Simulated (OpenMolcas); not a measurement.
# Kr III: effect of the basis set

```json
{
 "Program": "OpenMolcas",
 "Method": "CASSCF",
 "Active space": "6 electrons in 4 orbitals (4s 4p)",
 "State averaging": "2S+1 = 3 even, 3 roots; 2S+1 = 1 even, 6 roots; 2S+1 = 3 odd, 3 roots; 2S+1 = 1 odd, 3 roots",
 "Spin-orbit coupling": "RASSI with atomic mean-field integrals over the reference wave functions, term energies averaged over their components"
}
```

A. ANO-RCC-VDZP [5s4p2d], DKH2, point nucleus; cost of the order of 6 core-seconds
B. ANO-R1 [5s4p3d1f], X2C, finite nucleus; cost about 9 core-seconds
C. ANO-RCC-VTZP [6s5p3d1f], DKH2, point nucleus; cost of the order of 9 core-seconds
D. ANO-RCC-VQZP [7s6p4d2f1g], DKH2, point nucleus; cost about 7 core-seconds
E. ANO-R2 [6s5p4d3f1g], X2C, finite nucleus; cost of the order of 15 core-seconds
F. ANO-R3 [7s6p5d4f2g1h], X2C, finite nucleus; cost roughly 14 core-seconds

Energies in cm⁻¹ above 4s² 4p⁴ ³P₂, the measured ground level; measured values from Saloman, J. Phys. Chem. Ref. Data 36, 215 (2007).

```tsv
Level	A	B	C	D	E	F	Measured
4s² 4p⁴ ³P₂	0.0	0.0	0.0	0.0	0.0	0.0	0.0
4s² 4p⁴ ³P₁	4271	4366	4080	4117	4069	4115	4548
4s² 4p⁴ ³P₀	5061	5143	4891	4922	4877	4921	5313
4s² 4p⁴ ¹D₂	17073	17098	17077	17087	17054	17091	14644
4s² 4p⁴ ¹S₀	31486	31463	31575	31577	31551	31598	33080
4s 4p⁵ ³P°₂	135514	135505	135552	135544	135583	135577	115931
4s 4p⁵ ³P°₁	139180	139244	139094	139119	139123	139150	119380
4s 4p⁵ ³P°₀	141221	141330	141059	141104	141087	141134	121543
4s 4p⁵ ¹P°₁	191591	191612	191739	191703	191636	191717	141876
```

Deviations, from unrounded energies. A percentage is the sum of absolute deviations over the sum of measured energies, with the sign that they share, or ± where signs differ.

```tsv
Against measurement	Levels	A	B	C	D	E	F
mean absolute deviation (cm-1)	8	14000	14000	14000	14000	14000	14000
fine structure of the ground term (%)	2	-5.4	-3.6	-9.0	-8.3	-9.3	-8.4
other terms of the ground configuration (%)	2	±8.4	±8.5	±8.3	±8.3	±8.3	±8.2
other configurations (%)	4	+21.8	+21.8	+21.8	+21.8	+21.8	+21.8
```

A, B, C, D, E, F lie about equally close to measurement. The largest miss of A in the table is 4s 4p⁵ ¹P°₁, by +50000 cm-1. The ranking rests on the paired levels alone, and a cruder setting can come out closer through cancelling errors.

Among A to F the level of the table that moves most is 4s² 4p⁴ ³P₁, by 300 cm-1 (lowest in E, highest in B).

Terms of s pⁿ other than that of highest spin mix with s² pⁿ⁻² d, which this space lacks; all of them can be thousands of cm-1 off, and some have no real level of that name. Measured partners are found by configuration, term and J. A level has none where our copy of the source lacks it or the pairing is in doubt (some pairs that miss far off the trend of their configuration count as doubtful), and it then counts in no deviation. Only configurations of the active space appear.

° marks odd parity.
